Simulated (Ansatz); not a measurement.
Pulling the pair apart

The pair of Cu⁺ (SMILES [Cu+], atom 1) and Br⁻ (SMILES [Br-], atom 2), both closed shells, in one local arrangement (a lower one may exist), relaxed at PBE0-D4/def2-TZVP:

Cu1  (0.000, 0.000, -1.104)
Br2  (0.000, 0.000, 1.104)
(Å)

Br⁻ is shifted rigidly along the line between the mean atom positions of the two fragments (negative: closer). Counterpoise interaction energies in kcal/mol. Ansatz 0.2.0; basis: def2-TZVPPD; cores frozen in the correlated methods. The 3s and 3p shells of Cu and Zn are frozen; filled d shells are correlated. The def2 sets are not built for correlating such inner shells, so the correlated values are less sure here.

```json
{"shift (Å)": "-0.22", "HF": "-131.35", "PBE-D4": "-178.36", "MP2": "-160.70"}
{"shift (Å)": "-0.11", "HF": "-142.46", "PBE-D4": "-185.37", "MP2": "-167.45"}
{"shift (Å)": "0.00", "HF": "-147.62", "PBE-D4": "-187.04", "MP2": "-168.97"}
{"shift (Å)": "0.11", "HF": "-148.89", "PBE-D4": "-185.43", "MP2": "-167.25"}
{"shift (Å)": "0.26", "HF": "-146.65", "PBE-D4": "-180.14", "MP2": "-161.74"}
{"shift (Å)": "0.55", "HF": "-136.59", "PBE-D4": "-166.93", "MP2": "-147.60"}
{"shift (Å)": "1.10", "HF": "-113.65", "PBE-D4": "-143.51", "MP2": "-120.64"}
```

1 of 8 computed shifts are left out: there CCSD(T) failed or its T1 diagnostic passed 0.035.

(1) What does CCSD(T) give at these shifts? (To be estimated.)

The T1 diagnostic stays at or below 0.025.

## Answers

(1) By the calculation: -155.67, -163.75, -166.38, -165.58, -161.11, -148.38, -123.27 kcal/mol. For zero shift, CCSD(T) at an estimated basis limit (MP2 extrapolated from triple and quadruple zeta, plus CCSD(T) − MP2 in triple zeta) gives -173.64 kcal/mol. These are counterpoise interaction energies, counted from the two frozen fragments.

For scale, one of the runs: CCSD(T)/def2-TZVPPD, 124 basis functions, launched by `ansatz run in.yaml --threads 2 --pin off --events-out ev --progress --plain --max-ram 5222MiB`. The run took about 5.5 s on 2 CPU threads of an Arm Neoverse V1 (shared host).
